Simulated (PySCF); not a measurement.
GaI₂, SMILES [I][Ga][I], multiplicity 2.

The structure is a stationary point at PBE0-D3(BJ)/def2-SVP. The spin state was assumed, not searched. The isomer is the one that the SMILES or the coordinates give; other isomers of the formula were not compared. The def2 effective core potentials stand for the cores of I; spin–orbit coupling is left out.

Level of theory: TDA-PBE0/def2-SVPD in PySCF.

Vertical excitations. The molecule is in vacuum.

Q: Estimate the UV-visible absorptions. (An estimate is asked for; the answer gives what the named calculation found.)

A: 
| state | energy (eV) | λ (nm) | f | main pairs |
|---|---|---|---|---|
| root 1 | 2.27 | 547 | 0.001 | β HOMO→LUMO 99 % |
| root 2 | 2.41 | 514 | 0.000 | β HOMO−1→LUMO 99 % |
| root 3 | 2.71 | 457 | 0.000 | α HOMO→LUMO 27 %, β HOMO−3→LUMO 72 % |
| root 4 | 2.77 | 447 | 0.007 | β HOMO−2→LUMO 97 % |
| root 5 | 2.90 | 428 | 0.013 | α HOMO→LUMO 72 %, β HOMO−3→LUMO 27 % |
| root 6 | 3.75 | 330 | 0.057 | α HOMO−2→LUMO 12 %, β HOMO−4→LUMO 82 % |
| root 7 | 4.22 | 294 | 0.000 | α HOMO−1→LUMO 98 % |
| root 8 | 4.27 | 291 | 0.047 | α HOMO→LUMO+1 94 % |
| root 9 | 4.36 | 284 | 0.018 | α HOMO−2→LUMO 62 %, β HOMO−1→LUMO+1 29 %, β HOMO−4→LUMO 5 % |
| root 10 | 4.56 | 272 | 0.001 | α HOMO−3→LUMO 70 %, β HOMO−3→LUMO+1 26 % |
Unrestricted roots are not spin-pure.
